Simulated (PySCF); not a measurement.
Simulation results for AlBH$_{4}$

Calculation on a computer-drawn molecule: vertical ionisation energy to the stated ion spin, frozen-core CCSD(T) at the basis limit and cheaper methods, single-reference cases, UHF for radicals, no spin-orbit; all values are single points at the evaluated structure, the first of each entry, which is the reference or a displaced copy of it and isn't optimised; the reference structure only sets the zero of the energies above reference; triples share is (T) over the correlation energy. Program: PySCF 2.14.0.

Common to all runs: charge 0; multiplicity 1; ion multiplicity 2; diffuse functions no; basis cc-pV(n+d)Z; reference is the Hartree-Fock double-zeta minimum; best is HF at quadruple zeta + MP2 correlation extrapolated from triple and quadruple zeta + CCSD(T) minus MP2 at triple zeta; basis step is the size of the change from the same recipe one zeta lower.

(1) AlBH$_{4}$

Evaluated structure:
```xyz
6
AlBH4
B      0.1623     1.6857     1.6670
Al     0.1464     2.4394    -0.3339
H     -0.7427     1.0851     2.1344
H      1.1242     1.7975     2.3658
H      0.6107     1.5666    -1.5766
H     -0.4022     3.9468    -0.6622
```

Reference structure:
```xyz
6
AlBH4
B      0.1652     1.6823     1.6614
Al     0.1286     2.4493    -0.3451
H     -0.7665     1.0948     2.1502
H      1.1190     1.8054     2.3875
H      0.6164     1.5641    -1.5695
H     -0.3870     3.9194    -0.6508
```

The calculation gives: ionisation energy best 10 eV; ionisation energy basis step 0.02479 eV; energy above reference best 0.4194 kcal/mol; energy above reference basis step 0.02086 kcal/mol; ionisation energy Koopmans at triple zeta 10.24 eV; ionisation energy EOM CCSD at triple zeta 9.987 eV; total energy HF triple zeta -268.8865 hartree; total energy CCSD(T) triple zeta -269.1130 hartree; total energy best -269.1381 hartree; T1 diagnostic at triple zeta 0.01035; D1 diagnostic at triple zeta 0.02041; ion T1 diagnostic at triple zeta 0.02207; ion D1 diagnostic at triple zeta 0.07071; ion spin squared at triple zeta 0.7685; triples share at triple zeta 0.02408; basis functions triple zeta 125; dipole magnitude HF at triple zeta 0.6398 debye; dipole magnitude CCSD unrelaxed at triple zeta 0.5396 debye; dipole magnitude PBE at triple zeta 0.464 debye; dipole magnitude r2SCAN at triple zeta 0.5116 debye; dipole magnitude B3LYP at triple zeta 0.5334 debye; dipole magnitude wB97X at triple zeta 0.6112 debye.

Drawn bonds:
| atom | other atom | order |
| --- | --- | --- |
| 1 | 2 | 1 |
| 1 | 3 | 1 |
| 1 | 4 | 1 |
| 2 | 5 | 1 |
| 2 | 6 | 1 |

Triple zeta:
| method | ionisation energy (eV) | energy above reference (kcal/mol) |
| --- | --- | --- |
| HF | 9.045 | 0.471 |
| PBE | 9.581 | 0.308 |
| r2SCAN | 9.643 | 0.3557 |
| B3LYP | 9.78 | 0.3629 |
| wB97X | 9.872 | 0.4568 |
| MP2 | 9.887 | 0.4692 |
| CCSD | 9.885 | 0.4501 |
| CCSD(T) | 9.91 | 0.4496 |

(2) AlBH$_{4}$

Evaluated structure:
```xyz
6
AlBH4
B      0.1623     1.6857     1.6670
Al     0.1464     2.4394    -0.3339
H     -0.7427     1.0851     2.1344
H      1.1242     1.7975     2.3658
H      0.6107     1.5666    -1.5766
H     -0.4173     3.9882    -0.6712
```

Reference structure:
```xyz
6
AlBH4
B      0.1652     1.6823     1.6614
Al     0.1286     2.4493    -0.3451
H     -0.7665     1.0948     2.1502
H      1.1190     1.8054     2.3875
H      0.6164     1.5641    -1.5695
H     -0.3870     3.9194    -0.6508
```

Drawn bonds:
| atom | other atom | order |
| --- | --- | --- |
| 1 | 2 | 1 |
| 1 | 3 | 1 |
| 1 | 4 | 1 |
| 2 | 5 | 1 |
| 2 | 6 | 1 |

(3) AlBH$_{4}$

Evaluated structure:
```xyz
6
AlBH4
B      0.1623     1.6857     1.6670
Al     0.1464     2.4394    -0.3339
H     -0.7427     1.0851     2.1344
H      1.1242     1.7975     2.3658
H      0.6107     1.5666    -1.5766
H     -0.4458     4.0665    -0.6883
```

Reference structure:
```xyz
6
AlBH4
B      0.1652     1.6823     1.6614
Al     0.1286     2.4493    -0.3451
H     -0.7665     1.0948     2.1502
H      1.1190     1.8054     2.3875
H      0.6164     1.5641    -1.5695
H     -0.3870     3.9194    -0.6508
```

Drawn bonds:
| atom | other atom | order |
| --- | --- | --- |
| 1 | 2 | 1 |
| 1 | 3 | 1 |
| 1 | 4 | 1 |
| 2 | 5 | 1 |
| 2 | 6 | 1 |

(4) AlBH$_{4}$

Evaluated structure:
```xyz
6
AlBH4
B      0.1541     1.7119     1.6786
Al     0.1456     2.4236    -0.3252
H     -0.7618     1.0920     2.1431
H      1.1141     1.8094     2.3895
H      0.6262     1.5346    -1.5524
H     -0.3754     3.9132    -0.6586
```

Reference structure:
```xyz
6
AlBH4
B      0.1652     1.6823     1.6614
Al     0.1286     2.4493    -0.3451
H     -0.7665     1.0948     2.1502
H      1.1190     1.8054     2.3875
H      0.6164     1.5641    -1.5695
H     -0.3870     3.9194    -0.6508
```

Drawn bonds:
| atom | other atom | order |
| --- | --- | --- |
| 1 | 2 | 1 |
| 1 | 3 | 1 |
| 1 | 4 | 1 |
| 2 | 5 | 1 |
| 2 | 6 | 1 |

**Q.** AlBH$_{4}$ (entry 2): T1 diagnostic at triple zeta?
**A.** 0.01054

**Q.** What dipole magnitude HF at triple zeta does the calculation give for AlBH$_{4}$ (entry 2)?
**A.** 0.7231 debye

**Q.** AlBH$_{4}$ (entry 3): ion T1 diagnostic at triple zeta?
**A.** 0.02557

**Q.** AlBH$_{4}$ (entry 3): dipole magnitude PBE at triple zeta?
**A.** 0.6656 debye

**Q.** Give the missing T1 diagnostic at triple zeta for AlBH$_{4}$ (entry 4).
**A.** 0.01035

**Q.** What triples share at triple zeta does the calculation give for AlBH$_{4}$ (entry 4)?
**A.** 0.02411

Further results for AlBH$_{4}$ (entry 2):

```
ionisation energy best                         : 10.01 eV
ionisation energy basis step                   : 0.02475 eV
energy above reference best                    : 1.257 kcal/mol
energy above reference basis step              : 0.03717 kcal/mol
ionisation energy Koopmans at triple zeta      : 10.24 eV
ionisation energy EOM CCSD at triple zeta      : 9.989 eV
total energy HF triple zeta                    : -268.8851 hartree
total energy CCSD(T) triple zeta               : -269.1117 hartree
total energy best                              : -269.1368 hartree
D1 diagnostic at triple zeta                   : 0.02111
ion T1 diagnostic at triple zeta               : 0.02309
ion D1 diagnostic at triple zeta               : 0.07364
ion spin squared at triple zeta                : 0.7729
triples share at triple zeta                   : 0.0242
basis functions triple zeta                    : 125
dipole magnitude CCSD unrelaxed at triple zeta : 0.611 debye
dipole magnitude PBE at triple zeta            : 0.5279 debye
dipole magnitude r2SCAN at triple zeta         : 0.5802 debye
dipole magnitude B3LYP at triple zeta          : 0.6049 debye
dipole magnitude wB97X at triple zeta          : 0.6867 debye
```

Triple zeta:
| method | ionisation energy (eV) | energy above reference (kcal/mol) |
| --- | --- | --- |
| HF | 9.059 | 1.368 |
| PBE | 9.575 | 0.9201 |
| r2SCAN | 9.639 | 1.129 |
| B3LYP | 9.776 | 1.19 |
| wB97X | 9.878 | 1.316 |
| MP2 | 9.897 | 1.388 |
| CCSD | 9.889 | 1.285 |
| CCSD(T) | 9.912 | 1.266 |

Further results for AlBH$_{4}$ (entry 3):

```
ionisation energy best                         : 9.996 eV
ionisation energy basis step                   : 0.02362 eV
energy above reference best                    : 3.925 kcal/mol
energy above reference basis step              : 0.0444 kcal/mol
ionisation energy Koopmans at triple zeta      : 10.24 eV
ionisation energy EOM CCSD at triple zeta      : 9.981 eV
total energy HF triple zeta                    : -268.8806 hartree
total energy CCSD(T) triple zeta               : -269.1075 hartree
total energy best                              : -269.1325 hartree
T1 diagnostic at triple zeta                   : 0.01098
D1 diagnostic at triple zeta                   : 0.02296
ion D1 diagnostic at triple zeta               : 0.07313
ion spin squared at triple zeta                : 0.7989
triples share at triple zeta                   : 0.02443
basis functions triple zeta                    : 125
dipole magnitude HF at triple zeta             : 0.9048 debye
dipole magnitude CCSD unrelaxed at triple zeta : 0.7625 debye
dipole magnitude r2SCAN at triple zeta         : 0.7282 debye
dipole magnitude B3LYP at triple zeta          : 0.7591 debye
dipole magnitude wB97X at triple zeta          : 0.8511 debye
```

Triple zeta:
| method | ionisation energy (eV) | energy above reference (kcal/mol) |
| --- | --- | --- |
| HF | 9.074 | 4.205 |
| PBE | 9.554 | 3.129 |
| r2SCAN | 9.617 | 3.653 |
| B3LYP | 9.755 | 3.8 |
| wB97X | 9.882 | 4.028 |
| MP2 | 9.915 | 4.229 |
| CCSD | 9.885 | 3.94 |
| CCSD(T) | 9.904 | 3.882 |

Further results for AlBH$_{4}$ (entry 4):

```
ionisation energy best                         : 10.02 eV
ionisation energy basis step                   : 0.02486 eV
energy above reference best                    : 0.1524 kcal/mol
energy above reference basis step              : 0.03592 kcal/mol
ionisation energy Koopmans at triple zeta      : 10.26 eV
ionisation energy EOM CCSD at triple zeta      : 10.01 eV
total energy HF triple zeta                    : -268.8868 hartree
total energy CCSD(T) triple zeta               : -269.1134 hartree
total energy best                              : -269.1385 hartree
D1 diagnostic at triple zeta                   : 0.02026
ion T1 diagnostic at triple zeta               : 0.02187
ion D1 diagnostic at triple zeta               : 0.07011
ion spin squared at triple zeta                : 0.7675
basis functions triple zeta                    : 125
dipole magnitude HF at triple zeta             : 0.5537 debye
dipole magnitude CCSD unrelaxed at triple zeta : 0.4639 debye
dipole magnitude PBE at triple zeta            : 0.3942 debye
dipole magnitude r2SCAN at triple zeta         : 0.4383 debye
dipole magnitude B3LYP at triple zeta          : 0.4582 debye
dipole magnitude wB97X at triple zeta          : 0.5354 debye
```

Triple zeta:
| method | ionisation energy (eV) | energy above reference (kcal/mol) |
| --- | --- | --- |
| HF | 9.066 | 0.2997 |
| PBE | 9.596 | 0.04024 |
| r2SCAN | 9.66 | 0.07172 |
| B3LYP | 9.798 | 0.1112 |
| wB97X | 9.889 | 0.1554 |
| MP2 | 9.906 | 0.2238 |
| CCSD | 9.905 | 0.199 |
| CCSD(T) | 9.93 | 0.1925 |
